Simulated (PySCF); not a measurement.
Si(AsH2)(F)(OH)2 (AsFH₄O₂Si), SMILES O[Si](O)(F)[AsH2].

Coordinates come from a ωB97X-D3(BJ)/def2-SVP optimisation. Other conformers were not sampled.

The numbers are results of TDA-CAM-B3LYP/def2-SVPD (PySCF), not measurements.

Vertical excitations. 

**Question.** Give excitation energies, oscillator strengths and character. (Estimate from the structure and the level; the computed values follow.)

**Answer.** 
```
state  energy (eV)  λ (nm)      f                                                                  main pairs
-----  -----------  ------  -----  --------------------------------------------------------------------------
S1            6.63     187  0.071                                            HOMO→LUMO 69 %, HOMO→LUMO+1 16 %
S2            6.77     183  0.035                                                            HOMO→LUMO+2 77 %
S3            7.39     168  0.218                        HOMO→LUMO+1 43 %, HOMO→LUMO+4 19 %, HOMO→LUMO+2 12 %
S4            7.86     158  0.094                                          HOMO−1→LUMO 64 %, HOMO→LUMO+3 14 %
S5            8.06     154  0.067                        HOMO→LUMO+3 45 %, HOMO→LUMO+6 17 %, HOMO→LUMO+1 15 %
S6            8.15     152  0.010         HOMO→LUMO+4 41 %, HOMO−1→LUMO 9 %, HOMO−1→LUMO+1 9 %, HOMO→LUMO 9 %
S7            8.31     149  0.006                                        HOMO−1→LUMO+2 56 %, HOMO→LUMO+5 18 %
S8            8.53     145  0.016                                        HOMO−2→LUMO 55 %, HOMO−2→LUMO+1 12 %
S9            8.57     145  0.153                     HOMO−1→LUMO+1 47 %, HOMO−1→LUMO+2 10 %, HOMO−1→LUMO 7 %
S10           8.65     143  0.019  HOMO→LUMO+5 18 %, HOMO−3→LUMO 17 %, HOMO−1→LUMO+1 14 %, HOMO−2→LUMO+1 12 %
T1            5.83     213      0                        HOMO→LUMO+2 48 %, HOMO→LUMO+1 29 %, HOMO→LUMO+3 10 %
T2            5.88     211      0                        HOMO→LUMO+2 39 %, HOMO→LUMO+1 35 %, HOMO→LUMO+4 13 %
T3            6.42     193      0                                            HOMO→LUMO 70 %, HOMO→LUMO+4 20 %
T4            7.19     172      0                    HOMO−1→LUMO+1 28 %, HOMO−1→LUMO 23 %, HOMO−1→LUMO+2 20 %
```
Triplets are in the Tamm–Dancoff approximation.
